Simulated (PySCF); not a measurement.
Stepwise substitution at one centre (In H-CH3). Gas-phase values, no solvent. Strings in code marks are SMILES.

Calculation: PBE-D3(BJ)/def2-TZVP // PBE0-D4/def2-TZVP run with PySCF 2.14.0. All candidates: neutral, multiplicity 1. Excitations are Tamm–Dancoff values on a coarser integration grid. The basis has no diffuse functions, so Rydberg states are missing or too high.

```json
{
 "S1 excitation (TDA)": "4.24 eV",
 "brightest of the four lowest singlets (TDA)": "6.52 eV",
 "HOMO–LUMO gap": "4.14 eV"
}
```

Say which member has these values.
(A) `[CH3][InH2]`
(B) `[CH3][InH][CH3]`
(C) `[CH3][In]([CH3])[CH3]`

A, `[CH3][InH2]`. The others give `[CH3][In]([CH3])[CH3]`: 4.36 eV, 5.74 eV, 4.28 eV; `[CH3][InH][CH3]`: 4.21 eV, 6.05 eV, 4.13 eV
